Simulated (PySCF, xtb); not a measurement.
silene (CH4Si), SMILES [SiH2]=C.

GFN2-xTB (xtb) at its own geometry gives an orbital gap of 2.75 eV and a dipole moment of 1.74 D.

Geometry: r2SCAN-D4/def2-TZVP.

Problem. What does PBE/def2-TZVPD (PySCF) give? (Estimate from the structure and the level; the computed values follow.)

Solution. gap 3.56 eV (levels -5.68 and -2.13 eV), dipole 0.64 D.
